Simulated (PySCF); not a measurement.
TeP⁻: from constants to spectrum

UHF-MP2 constants of TeP⁻, ³Σ⁻ (triplet), unpaired electrons π ↑↑ (PySCF, scalar-relativistic core potentials, basis sets Te def2-SVPD with ECP28, P def2-SVPD; masses 129.9062 and 30.9738 u):

| Property | Result |
| --- | --- |
| ωe | 392.5 cm⁻¹ |
| ωexe | 0.976 cm⁻¹ |
| Be | 0.11886 cm⁻¹ |
| αe | 0.000490 cm⁻¹ |

Problem. What force constant and bond length do these constants imply?

Solution. Reduced mass μred = 25.010 u; k = 5.8918×10⁻⁷·μred·ωe² (u, cm⁻¹, mdyn/Å) = 2.27 mdyn/Å; Re = √(16.8576/(μred·Be)) (u, cm⁻¹, Å) = 2.381 Å.

Problem. Estimate the centrifugal constant D from the Kratzer relation and find the Dunham coefficient a1.

Solution. D = 4Be³/ωe² = 4.36e-08 cm⁻¹; a1 = −1 − αeωe/(6Be²) = -3.27.

Correlated steps freeze 9 core orbitals. These are scalar-relativistic numbers at best; spin–orbit coupling would shift them, the dissociation energy most. The state is the lowest determinant that a PBE0 search found; another state may lie lower at other levels.
